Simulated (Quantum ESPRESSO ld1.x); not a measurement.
Problem. Excited configurations of B I: one electron is placed in a higher orbital outside [He] 2s2. The ground configuration is [He] 2s2 2p1. Method: non-relativistic Kohn-Sham, PBE, spin-unpolarised, spherical densities, point nucleus; computed with ld1.x of Quantum ESPRESSO 7.5. Excitation = E - E(ground); binding = E(ion) - E, where the ion is the core of charge +1; n* = 1/sqrt(2 binding) in atomic units, and the quantum defect is n - n*.

outer orbital  excitation (eV)  binding (eV)     n*  quantum defect  eigenvalue (eV)  <r> (bohr)
3p                       5.792         2.430  2.366           0.634           -1.276       7.806
4d                       7.196         1.026  3.642           0.358           -0.565       18.45
6s                       7.587         0.634  4.631           1.369           -0.420       35.36
7p                       7.814         0.408  5.775           1.225           -0.277       55.16

Estimate the row for 4f.

Solution. excitation (eV) 7.314; binding (eV) 0.907; n* 3.872; quantum defect 0.128; eigenvalue (eV) -0.437; <r> (bohr) 17.50. The Delta-SCF ionisation energy is 8.222 eV (NIST Atomic Spectra Database: 8.298 eV, measured). Self-interaction in the functional shifts the binding energies and quantum defects, so they are the method's values and not measured ones. Spin polarisation and multiplet splitting are left out, so open shells lie too high by an amount that depends on their filling.

Beside tabulated values, note that spin-unpolarised runs miss the spin-polarisation part of the exchange energy of open shells.
